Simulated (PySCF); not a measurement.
These compounds are isomers of formula C8H12.

A. SMILES C=C=C=C(C)CCC
B. `C=CC(=C)C=C(C)C`
C. `InChI=1S/C8H12/c1-6-5-7(6)8(2,3)4/h5H,1H2,2-4H3`
D. SMILES C=C(C)/C=C\C(=C)C

Spectrum 1. 13C{1H} NMR (computed): δ 153.8 (C), 140.5 (CH), 121.1 (CH2), 25.0 (CH3).

Spectrum 2. 13C{1H} NMR (computed): δ 162.2 (C), 129.4 (CH), 127.1 (C), 62.3 (CH2), 34.2 (C), 28.9 (CH3).

Spectrum 3. 13C{1H} NMR (computed): δ 154.0 (C), 147.2 (C), 146.2 (CH), 129.2 (CH), 124.6 (CH2), 123.9 (CH2), 28.0 (CH3), 23.6 (CH3).

Spectrum 4. 13C{1H} NMR (computed): δ 185.2 (C), 168.8 (C), 132.5 (C), 92.3 (CH2), 42.3 (CH2), 28.2 (CH3), 23.4 (CH2), 15.4 (CH3).

[PySCF 2.14.0 with density-fitted response routines: shielding tensors at PBE0/pcSseg-1 (GIAO); coordinates at the GFN2-xTB level; rapidly exchanging positions averaged; single conformer; no relativistic terms; no solvent model]

References, each an isolated molecule treated in the same way: 13C (σref 186.93) vs TMS. Shifts are as computed. Against solution values, carbons near 30 ppm lie about +3 ppm off and those near 130 ppm about +5 ppm. Of 1211 compounds with measured shifts, 218 miss one by over three times the rms of a fit or turn the order of signals round; such compounds aren't used in these exercises.

Q: Match each spectrum to its structure.

A: 1–D, 2–C, 3–B, 4–A.

- Spectrum 1 (D): 4 13C signals; δC 153.8 is a fully substituted alkene carbon; δC 140.5 is an alkene CH.
- Spectrum 2 (C): 6 13C signals; δC 162.2 is a fully substituted alkene carbon; δC 129.4 is an alkene CH.
- Spectrum 3 (B): 8 13C signals; δC 154.0 is a fully substituted alkene carbon; δC 147.2 is a fully substituted alkene carbon.
- Spectrum 4 (A): 8 13C signals; δC 185.2 is a central carbon of an allene; δC 42.3 is an allylic sp3 CH2.
